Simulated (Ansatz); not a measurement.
C$_{3}$H$_{3}$ (SMILES [C-]1=CC1), charge -1, singlet, at a GFN2-xTB geometry (a gas-phase anion, which may not be bound at this level). Base run: CCSD(T)/6-311G** run with Ansatz (a program for electronic structure).

Ansatz was given this input:
Ansatz 0.2 input:
```yaml
crystal:
  periodic: [false, false, false]
  atoms:
    - {symbol: C, position_ang: [0.01518375, -0.05215635, 0.80692694]}
    - {symbol: C, position_ang: [0.00358775, -0.76678282, -0.60757516]}
    - {symbol: C, position_ang: [-0.01975703, 0.56152495, -0.52766124]}
    - {symbol: H, position_ang: [0.93576145, -0.00004142, 1.42844009]}
    - {symbol: H, position_ang: [-0.88424711, -0.03395622, 1.46049464]}
    - {symbol: H, position_ang: [-0.04560120, 1.57848298, -0.91907802]}
basis:
  gaussian:
    orbitals: 6-311G__.json
total_charge: -1
magnetization: {spin_polarized: false}
correlation: {method: ccsd_t}
```
The basis file holds 6-311G** in the JSON format of the Basis Set Exchange.

The base was run again with changes. Order these runs by total energy, lowest first: method = rpa | electrons = all | reference functional = pbe0.

electrons = all (ΔE vs base (kcal/mol) -36.62), method = rpa (ΔE vs base (kcal/mol) -7.17), reference functional = pbe0 (ΔE vs base (kcal/mol) 0.78)

A gas-phase anion may not be bound at this level; its values then depend on the basis.
